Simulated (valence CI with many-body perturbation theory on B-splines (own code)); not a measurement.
## Questions on Xe XLVIII

Computed by relativistic CI+MBPT: five valence electrons over a frozen Dirac-Fock core [He], a basis of 9 s, 9 p, 8 d, 6 f, 3 g, 1 h functions for each j, with the one-electron correlation potential Σ1 (screened to all orders), the two-electron term Σ2, the three-electron term Σ3, Breit, model QED; selected single and double excitations, second order for the rest (own B-spline code, finite nucleus).

The last digits are not significant, and no measured levels were compared; by estimate large intervals hold to a few tenths of a per cent, small ones and those within an open d or f shell to about a per cent. Among the levels kept, up to 1800 cm⁻¹ of a level comes from second order outside the variational space, and about a tenth of that is noise between levels of different J, which matters for small intervals.

Levels are named by their leading jj configuration (3d3/2^4 stands for four electrons in 3d with j = 3/2), which in mixed levels can hold well under half, so a name can repeat and another be missing.

Rates and lifetimes use the calculated energies. Strong lines usually hold to 10 to 20 %, long lifetimes can be off by a factor of two.

Problem. What is the ground level?

Solution. (2s^2 2p1/2^2 2p3/2) J=3/2, composition 46 % 2s2 2p3 2P° + 28 % 2s2 2p3 4S° + 26 % 2s2 2p3 2D°, g = 1.360.

Problem. What are the static dipole polarisabilities of the lowest levels?

Solution. (2s^2 2p1/2^2 2p3/2) J=3/2 0.000373 (tensor 7.2e-05) bohr³, of which the core gives 9.18e-07.

Problem. Where does the other parity begin?

Solution. At (2s 2p1/2^2 2p3/2^2) J=5/2, 540.3 eV.

Problem. Among levels below 5373.5 eV, which E1 lines absorb most strongly from the ground level?

Solution. to (2s^2 2p1/2^2 3d5/2) J=5/2 at 0.2557 nm, f = 0.527; to (2s 2p1/2^2 2p3/2 3p1/2) J=5/2 at 0.2404 nm, f = 0.511; to (2s^2 2p1/2 2p3/2 3d3/2) J=1/2 at 0.2395 nm, f = 0.228.

Problem. What is the ionisation energy?

Solution. 8381.8 eV; NIST lists 8382 ± 4 eV (theoretical).
